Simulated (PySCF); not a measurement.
BFH₂S₂, SMILES SB(F)S.

The structure is a stationary point at ωB97X-D3(BJ)/def2-SVP. One conformer was computed; it need not be the lowest.

Method: ωB97X-D3(BJ)/def2-SVP (PySCF 2.14.0).

Frequencies are harmonic and unscaled.

```json
[
 {"mode": "1", "ν (cm⁻¹)": "254", "IR (km/mol)": "3.1", "Raman (Å⁴/amu)": "2.8", "depolarisation": "0.37", "moving atoms (share of kinetic energy)": "S 59 %, F 19 %, H 11 %, B 11 %"},
 {"mode": "2", "ν (cm⁻¹)": "255", "IR (km/mol)": "0.0", "Raman (Å⁴/amu)": "0.1", "depolarisation": "0.75", "moving atoms (share of kinetic energy)": "H 98 %"},
 {"mode": "3", "ν (cm⁻¹)": "333", "IR (km/mol)": "2.0", "Raman (Å⁴/amu)": "0.3", "depolarisation": "0.75", "moving atoms (share of kinetic energy)": "F 58 %, S 39 %"},
 {"mode": "4", "ν (cm⁻¹)": "358", "IR (km/mol)": "37.9", "Raman (Å⁴/amu)": "7.1", "depolarisation": "0.75", "moving atoms (share of kinetic energy)": "H 80 %, S 11 %, B 8 %"},
 {"mode": "5", "ν (cm⁻¹)": "517", "IR (km/mol)": "4.6", "Raman (Å⁴/amu)": "3.5", "depolarisation": "0.75", "moving atoms (share of kinetic energy)": "B 79 %, F 10 %, H 9 %"},
 {"mode": "6", "ν (cm⁻¹)": "527", "IR (km/mol)": "5.4", "Raman (Å⁴/amu)": "7.8", "depolarisation": "0.14", "moving atoms (share of kinetic energy)": "S 66 %, F 26 %"},
 {"mode": "7", "ν (cm⁻¹)": "781", "IR (km/mol)": "17.3", "Raman (Å⁴/amu)": "10.7", "depolarisation": "0.75", "moving atoms (share of kinetic energy)": "H 86 %, B 10 %"},
 {"mode": "8", "ν (cm⁻¹)": "868", "IR (km/mol)": "59.1", "Raman (Å⁴/amu)": "5.5", "depolarisation": "0.58", "moving atoms (share of kinetic energy)": "H 87 %, F 9 %"},
 {"mode": "9", "ν (cm⁻¹)": "1076", "IR (km/mol)": "323.7", "Raman (Å⁴/amu)": "1.8", "depolarisation": "0.75", "moving atoms (share of kinetic energy)": "B 76 %, S 13 %, H 10 %"},
 {"mode": "10", "ν (cm⁻¹)": "1323", "IR (km/mol)": "248.9", "Raman (Å⁴/amu)": "1.8", "depolarisation": "0.24", "moving atoms (share of kinetic energy)": "B 70 %, F 27 %"},
 {"mode": "11", "ν (cm⁻¹)": "2779", "IR (km/mol)": "0.6", "Raman (Å⁴/amu)": "3.1", "depolarisation": "0.75", "moving atoms (share of kinetic energy)": "H 97 %"},
 {"mode": "12", "ν (cm⁻¹)": "2789", "IR (km/mol)": "1.0", "Raman (Å⁴/amu)": "159.3", "depolarisation": "0.29", "moving atoms (share of kinetic energy)": "H 97 %"}
]
```
